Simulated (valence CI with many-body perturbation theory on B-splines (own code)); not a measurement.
**I XIII: calculated level list**

Level of theory: valence CI with perturbative core correlation (CI+MBPT): five valence electrons over a frozen Dirac-Fock core [Kr], radial functions for each j: 7 s, 7 p, 8 d, 6 f, 4 g, 1 h, with the one-electron correlation potential Σ1, the two-electron term Σ2, the three-electron term Σ3, Breit, model QED; selected CI, second order for the rest, scaled by the run's own slope (own B-spline code, finite nucleus).

No measured levels were compared; by estimate terms of the open shell hold to 2 to 4 % of their energy, and close levels can change places. Among the levels kept, up to 1100 cm⁻¹ of a level comes from second order outside the variational space, and about a tenth of that is noise between levels of different J, which matters for small intervals. Excitations out of the core, of the other parity, are not computed and may begin above about 59.4 eV (a cautious bound); beyond it only levels of the ground parity were kept, without lifetimes.

Levels 46 to 90 of 97, with energies above the lowest level, (4d3/2^3 4d5/2^2) J=5/2 [a]. "Leading %" is the weight of the configuration and term that name the level; weights of strongly mixed levels are sums over their largest components and can fall short. In the jj column 3d3/2^4 stands for four electrons in 3d with j = 3/2.

```csv
No.,Configuration,Term,J,E (cm⁻¹),Leading %,g,Second component,Leading jj
46,4d4 5s,4D,7/2,719400,45,1.160,18 % 4d4 5s 4H,4d3/2^3 4d5/2 5s (67 %)
47,4d4 5s,4P,1/2,723760,58,2.300,14 % 4d4 5s 6D,4d3/2^2 4d5/2^2 5s (60 %)
48,4d4 5s,4H,9/2,725360,46,1.079,20 % 4d4 5s 4G,4d3/2^3 4d5/2 5s (54 %)
49,4d4 5s,4H,7/2,725950,50,0.983,34 % 4d4 5s 4D,4d3/2^2 4d5/2^2 5s (71 %)
50,4d4 5s,4G,5/2,731340,60,0.784,25 % 4d4 5s 4F,4d3/2^2 4d5/2^2 5s (56 %)
51,4d4 5s,4H,11/2,732080,74,1.158,21 % 4d4 5s 4G,4d3/2^2 4d5/2^2 5s (95 %)
52,4d4 5s,4G,7/2,733530,38,1.042,25 % 4d4 5s 4F,4d3/2^2 4d5/2^2 5s (48 %)
53,4d4 5s,4F,3/2,734100,78,0.521,12 % 4d4 5s 2D,4d3/2^2 4d5/2^2 5s (59 %)
54,4d4 5s,4P,3/2,734830,75,1.634,14 % 4d4 5s 4D,4d3/2^2 4d5/2^2 5s (63 %)
55,4d4 5s,4H,13/2,735910,81,1.203,18 % 4d4 5s 2I,4d3/2^2 4d5/2^2 5s (80 %)
56,4d4 5s,4H,9/2,737060,36,1.051,27 % 4d4 5s 2H,4d3/2^2 4d5/2^2 5s (68 %)
57,4d4 5s,4F,5/2,737310,29,1.005,23 % 4d4 5s 2F,4d3/2^2 4d5/2^2 5s (46 %)
58,4d4 5s,2P,1/2,740580,56,0.690,31 % 4d4 5s 4D,4d3/2^2 4d5/2^2 5s (75 %)
59,4d4 5s,4G,9/2,742230,49,1.106,23 % 4d4 5s 2H,4d3/2^2 4d5/2^2 5s (73 %)
60,4d4 5s,2H,11/2,742780,52,1.065,29 % 4d4 5s 2I,4d3/2^2 4d5/2^2 5s (90 %)
61,4d4 5s,4P,5/2,743430,40,1.389,39 % 4d4 5s 4D,4d3/2^2 4d5/2^2 5s (73 %)
62,4d4 5s,4G,7/2,744880,34,1.019,33 % 4d4 5s 2G,4d3/2^2 4d5/2^2 5s (71 %)
63,4d4 5s,4F,9/2,745740,40,1.187,21 % 4d4 5s 2H,4d3/2^2 4d5/2^2 5s (65 %)
64,4d4 5s,4D,7/2,746250,41,1.232,28 % 4d4 5s 4F,4d3/2 4d5/2^3 5s (37 %)
65,4d4 5s,4D,3/2,748850,46,1.113,26 % 4d4 5s 2P,4d3/2^2 4d5/2^2 5s (62 %)
66,4d4 5s,4D,7/2,749110,43,1.198,20 % 4d4 5s 2F,4d3/2^2 4d5/2^2 5s (44 %)
67,4d4 5s,2F,5/2,750950,37,1.087,20 % 4d4 5s 4F,4d3/2^2 4d5/2^2 5s (44 %)
68,4d4 5s,4G,11/2,752460,65,1.205,17 % 4d4 5s 4H,4d3/2 4d5/2^3 5s (93 %)
69,4d4 5s,2G,7/2,753500,45,1.055,26 % 4d4 5s 2F,4d3/2 4d5/2^3 5s (57 %)
70,4d4 5s,2F,5/2,755170,27,1.114,25 % 4d4 5s 2D,4d3/2 4d5/2^3 5s (62 %)
71,4d4 5s,4D,1/2,757490,78,0.275,14 % 4d4 5s 2P,4d3/2 4d5/2^3 5s (83 %)
72,4d4 5s,2D,5/2,758440,44,1.215,21 % 4d4 5s 4P,4d3/2 4d5/2^3 5s (40 %)
73,4d4 5s,2I,13/2,758500,81,1.104,18 % 4d4 5s 4H,4d3/2 4d5/2^3 5s (80 %)
74,4d4 5s,2P,3/2,759150,31,1.160,29 % 4d4 5s 2D,4d3/2 4d5/2^3 5s (54 %)
75,4d4 5s,2G,9/2,759700,73,1.095,10 % 4d4 5s 4G,4d3/2 4d5/2^3 5s (85 %)
76,4d4 5s,2I,11/2,761040,62,0.988,34 % 4d4 5s 2H,4d3/2 4d5/2^3 5s (92 %)
77,4d4 5s,2D,3/2,762970,67,0.897,12 % 4d4 5s 2P,4d3/2 4d5/2^3 5s (58 %)
78,4d4 5s,2G,9/2,768150,55,1.156,30 % 4d4 5s 4F,4d3/2^2 4d5/2^2 5s (39 %)
79,4d4 5s,2G,7/2,770630,50,0.996,32 % 4d4 5s 2F,4d5/2^4 5s (41 %)
80,4d4 5s,4P,5/2,771160,37,1.328,26 % 4d4 5s 2D,4d3/2^2 4d5/2^2 5s (67 %)
81,4d4 5s,2S,1/2,771180,74,1.948,14 % 4d4 5s 4P,4d3/2 4d5/2^3 5s (79 %)
82,4d4 5s,2D,3/2,773950,33,0.907,28 % 4d4 5s 2P,4d3/2^2 4d5/2^2 5s (52 %)
83,4d4 5s,2F,7/2,775190,64,1.178,14 % 4d4 5s 4F,4d3/2 4d5/2^3 5s (73 %)
84,4d4 5s,2F,5/2,776580,58,0.961,22 % 4d4 5s 2D,4d3/2 4d5/2^3 5s (78 %)
85,4d4 5s,4P,5/2,781650,58,1.381,18 % 4d4 5s 2D,4d3/2^2 4d5/2^2 5s (46 %)
86,4d4 5s,4F,3/2,784680,34,1.114,34 % 4d4 5s 4P,4d3/2^2 4d5/2^2 5s (51 %)
87,4d4 5s,4F,9/2,785890,74,1.281,19 % 4d4 5s 2G,4d5/2^4 5s (48 %)
88,4d4 5s,4F,7/2,788890,64,1.179,23 % 4d4 5s 2F,4d3/2 4d5/2^3 5s (53 %)
89,4d4 5s,4F,5/2,789560,59,1.084,17 % 4d4 5s 2D,4d3/2 4d5/2^3 5s (57 %)
90,4d4 5s,4P,3/2,790270,32,1.009,31 % 4d4 5s 4F,4d3/2 4d5/2^3 5s (42 %)
```

Where two levels of one J and parity lie close, their mixing, g and order are uncertain.
